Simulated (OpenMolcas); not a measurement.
**Cu3+: moving or changing the point charges**

Cu3+ among 4 point charges of -3 e arranged as a square (D4h), 1.89 Å from the ion.
```
   1.8900    0.0000    0.0000  -3.00
   0.0000    1.8900    0.0000  -3.00
  -1.8900    0.0000    0.0000  -3.00
   0.0000   -1.8900    0.0000  -3.00
```

```yaml
Program: OpenMolcas
Method: "SS-CASPT2, IPEA 0.25 Eh, imaginary shift 0.1 Eh (closed shells correlated: 3s 3p)"
Basis: ANO-RCC-VDZP [5s4p2d1f]
Scalar_Hamiltonian: DKH2, point nucleus
Active_space: 8 electrons in 5 orbitals (3d)
State_averaging: 2S+1 = 3 even, 10 roots; 2S+1 = 1 even, 15 roots
Spin-orbit_coupling: RASSI with atomic mean-field integrals over the reference wave functions
```

Runs around this geometry, states (labels of D4, the rotations of D4h). Energies in cm-1 above the lowest state or level, χT in cm3 K/mol.

```json
{"R (Å)": "1.89", "q (e)": "-1.95", "Ground state": "3E", "First state of that spin": "3A2 1650", "First gap with spin-orbit (degeneracies)": "50 (1, 1)", "χT at 300 K": "3.102", "First state of another spin": "1A1 12940"}
{"R (Å)": "1.81", "q (e)": "-3", "Ground state": "3A2", "First state of that spin": "3E 2550", "First gap with spin-orbit (degeneracies)": "290 (1, 2)", "χT at 300 K": "1.281", "First state of another spin": "1A1 10280"}
{"R (Å)": "1.89", "q (e)": "-3", "Ground state": "3A2", "First state of that spin": "3E 1180", "First gap with spin-orbit (degeneracies)": "400 (1, 2)", "χT at 300 K": "1.767", "First state of another spin": "1A1 10900"}
{"R (Å)": "1.97", "q (e)": "-3", "Ground state": "3A2", "First state of that spin": "3E 130", "First gap with spin-orbit (degeneracies)": "120 (1, 1)", "χT at 300 K": "2.818", "First state of another spin": "1A1 11320"}
```

The ground state changes within this set.

This shell can be high or low spin here, a state of another spin lies low, and with metal d orbitals alone active their balance is uncertain, so the ground spin may be wrong. Point charges give a weaker field than real ligands, and real ions of this kind are often low spin; the high spin found here belongs to the model. Free-ion shares, where given, are those of the reference states; single-state CASPT2 does not remix them. An orbital doublet at a regular site is open to a Jahn-Teller distortion, which this geometry leaves out (holds for R = 1.89, q = -1.95). Spin-orbit coupling mixes the spin-free states strongly: the lowest level takes only 67 % from its leading state, 3A2 (holds for R = 1.89, q = -3). Point charges carry no covalency, so the field is a model and not that of real ligands. No measured value stands beside these numbers.
